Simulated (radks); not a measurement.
All-electron atom: Fe I in [Ar] 3d6 4s2. All-electron calculation, scalar-relativistic Kohn-Sham, PBEsol, spin-polarised, spherical densities, point nucleus; open shells are filled with parallel spins first; hard spherical wall at 15 bohr. Program: a radial shooting solver on a logarithmic mesh with Libxc functionals.

Radial electron density D(r) = 4 pi r^2 rho(r):

| r (bohr) | D(r) (e/bohr) | spin D(r) |
|---|---|---|
| 0.006 | 4.255 | 0.0000311 |
| 0.00693 | 5.379 | 0.0000384 |
| 0.008003 | 6.750 | 0.0000466 |
| 0.009242 | 8.398 | 0.0000554 |
| 0.01059 | 10.23 | 0.0000634 |
| 0.01223 | 12.47 | 0.0000700 |
| 0.01412 | 14.99 | 0.0000719 |
| 0.01631 | 17.77 | 0.0000647 |
| 0.01869 | 20.54 | 0.0000433 |
| 0.02158 | 23.49 | -0.00000431 |
| 0.02492 | 26.27 | -0.0000913 |
| 0.02878 | 28.66 | -0.000235 |
| 0.03324 | 30.40 | -0.000456 |
| 0.03808 | 31.26 | -0.000749 |
| 0.04398 | 31.21 | -0.00114 |
| 0.0508 | 30.20 | -0.00157 |
| 0.05866 | 28.48 | -0.00188 |
| 0.06721 | 26.61 | -0.00170 |
| 0.07762 | 24.99 | -0.000283 |
| 0.08964 | 24.36 | 0.00387 |
| 0.1035 | 25.19 | 0.0134 |
| 0.1196 | 27.47 | 0.0327 |
| 0.137 | 30.44 | 0.0663 |
| 0.1582 | 33.41 | 0.128 |
| 0.1827 | 34.91 | 0.230 |
| 0.211 | 33.92 | 0.390 |
| 0.2417 | 30.50 | 0.611 |
| 0.2792 | 25.01 | 0.933 |
| 0.3224 | 19.19 | 1.35 |
| 0.3723 | 14.83 | 1.86 |
| 0.43 | 13.03 | 2.41 |
| 0.4927 | 13.55 | 2.92 |
| 0.569 | 15.26 | 3.34 |
| 0.6571 | 16.56 | 3.57 |
| 0.7589 | 16.29 | 3.55 |
| 0.8694 | 14.43 | 3.31 |
| 1.004 | 11.38 | 2.88 |
| 1.16 | 8.131 | 2.35 |
| 1.339 | 5.421 | 1.81 |
| 1.547 | 3.534 | 1.31 |
| 1.772 | 2.436 | 0.920 |
| 2.046 | 1.765 | 0.590 |
| 2.363 | 1.358 | 0.344 |
| 2.729 | 1.054 | 0.172 |
| 3.127 | 0.7951 | 0.0679 |
| 3.611 | 0.5430 | 0.00792 |
| 4.171 | 0.3309 | -0.0154 |
| 4.817 | 0.1766 | -0.0179 |
| 5.563 | 0.08159 | -0.0125 |
| 6.373 | 0.03403 | -0.00697 |
| 7.36 | 0.01129 | -0.00297 |
| 8.5 | 0.003032 | -0.000982 |
| 9.816 | 0.0006381 | -0.000247 |
| 11.25 | 0.0001128 | -0.0000502 |

D(r) has 3 maxima, at r = 0.0406, 0.187, 0.689 bohr, and minima at 0.0889, 0.440 bohr, inside which lie 2.11, 10.64 electrons.
